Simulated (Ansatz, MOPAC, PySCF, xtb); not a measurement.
Diatomic ZnSe, closed-shell singlet (lowest of 2S+1 = 1, 3 at CCSD(T)/def2-TZVPP on PBE0 minima; our sources give no spin for the ground state, which may be another). No spin–orbit coupling. Zn is treated without relativity. Se is treated without relativity.

Seven points along R, fitted to fifth degree in 1/R; most abundant isotopes. In def2 and cc sets the state is the lowest found near the PBE0 minimum, followed along R. The singlet is held restricted. HF and MP2 rows in def2 and cc sets belong to the determinant that coupled cluster picked by its CCSD energy.

The values were computed with Ansatz (a first-principles code) with Gaussian orbitals; MOPAC for PM6, PM7 (differences of heats of formation); PySCF for 3-21G rows, LANL2DZ rows; xtb for the GFN methods. 

```tsv
level	r_e (Å)	ω_e (cm⁻¹)	B_e (cm⁻¹)	ω_e x_e (cm⁻¹)	dipole (D)
PM6	2.202	264	0.0978	0.40	-
PM7	2.140	259	0.104	0.32	-
GFN1-xTB	2.111	433	0.106	2.2	-
GFN2-xTB	2.133	335	0.104	1.9	-
HF/3-21G	2.237	296	0.0948	0.94	7.01
HF/def2-TZVPP	2.217	311	0.0965	1.5	-
HF/def2-QZVPP	2.212	314	0.0970	1.5	-
SVWN5/def2-TZVPP	2.142	346	0.103	1.1	4.33
PBE/def2-TZVPP	2.189	323	0.0991	1.1	4.52
BP86/LANL2DZ	2.285	286	0.0909	1.1	5.31
r2SCAN/def2-TZVPP	2.160	343	0.102	1.1	4.95
B97M-V/def2-TZVPP	2.184	323	0.0995	1.3	4.70
B3LYP/LANL2DZ	2.292	277	0.0904	1.1	5.48
B3LYP/def2-TZVPP	2.202	313	0.0979	1.2	4.84
PBE0/def2-TZVPP	2.178	331	0.100	1.1	5.22
BHLYP/def2-TZVPP	2.194	320	0.0986	1.3	5.58
CAM-B3LYP/def2-TZVPP	2.179	325	0.1000	1.3	5.18
wB97X-V/def2-TZVPP	2.171	335	0.101	1.2	5.66
wB97M-V/def2-TZVPP	2.178	329	0.100	1.3	5.43
B2PLYP/def2-TZVPP	2.186	327	0.0993	1.1	-
MP2/def2-TZVPP	2.163	345	0.101	0.86	-
MP2/def2-QZVPP	2.142	350	0.103	0.87	-
MP2/CBS(def2-TZVPP, def2-QZVPP)	2.130	353	0.105	0.89	-
SCS-MP2/def2-TZVPP	2.183	331	0.0996	0.95	-
SCS-MP2/def2-QZVPP	2.164	336	0.101	0.95	-
CCSD/def2-TZVPP	2.196	317	0.0984	1.2	-
CCSD/def2-QZVPP	2.174	326	0.100	1.2	-
CCSD(T)/def2-TZVPP	2.194	322	0.0986	1.1	-
CCSD(T)/def2-QZVPP	2.173	329	0.101	1.1	-
CCSD(T)/CBS(def2-TZVPP, def2-QZVPP)	2.161	334	0.102	1.1	-
```

Correlated levels freeze the inner cores; with def2 sets outer-core shells near the valence are correlated too. CBS(a, b) extrapolates the correlation energy as X⁻³ and adds the Hartree–Fock energy of set b. Rows in 3-21G, LANL2DZ carry no dispersion term and start afresh at each structure; the Pople sets are all-electron and without relativity. LANL2DZ brings its own core potentials from Na on. The state that PM6, PM7 reach isn't checked; PM7 holds dispersion and hydrogen-bond terms.

Doubts at one or more of the structures used: a restricted determinant that unrestricted orbitals would lower (HF/def2-TZVPP, HF/def2-QZVPP, B2PLYP/def2-TZVPP, MP2/def2-TZVPP, MP2/def2-QZVPP, MP2/CBS(def2-TZVPP, def2-QZVPP), SCS-MP2/def2-TZVPP, SCS-MP2/def2-QZVPP, CCSD/def2-TZVPP, CCSD/def2-QZVPP, CCSD(T)/def2-TZVPP, CCSD(T)/def2-QZVPP, CCSD(T)/CBS(def2-TZVPP, def2-QZVPP)).
